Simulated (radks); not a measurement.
Task: Coherent X-ray form factor from a spherical all-electron density. All-electron calculation, scalar-relativistic Kohn-Sham, exchange-only PBE, spin-polarised, spherical densities, finite nucleus; Fermi nuclear charge, rms radius of each element as measured or else 0.836 A^(1/3) + 0.57 fm. Program: a radial shooting solver on a logarithmic mesh with Libxc functionals.

| sin(theta)/lambda (1/angstrom) | f0 (electrons) |
|---|---|
| 0.05 | 7.867 |
| 0.1 | 7.491 |
| 0.15 | 6.931 |
| 0.2 | 6.265 |
| 0.25 | 5.565 |
| 0.3 | 4.889 |
| 0.4 | 3.731 |
| 0.5 | 2.894 |
| 0.6 | 2.336 |
| 0.8 | 1.748 |
| 1 | 1.486 |
| 1.25 | 1.288 |
| 1.5 | 1.120 |
| 2 | 0.810 |

The species is in the configuration that NIST lists as its ground one. Which atom or ion scatters so?

Result: The fluorine ion F+, [He] 2s2 2p4. Extrapolating in s^2 from the first two rows gives f0(0) = 8.0, near the electron count 8; among species with that count, the fall with angle is slower the higher Z, and the table is that of Z = 9; from so few rows the species is fixed only to a neighbour or two.
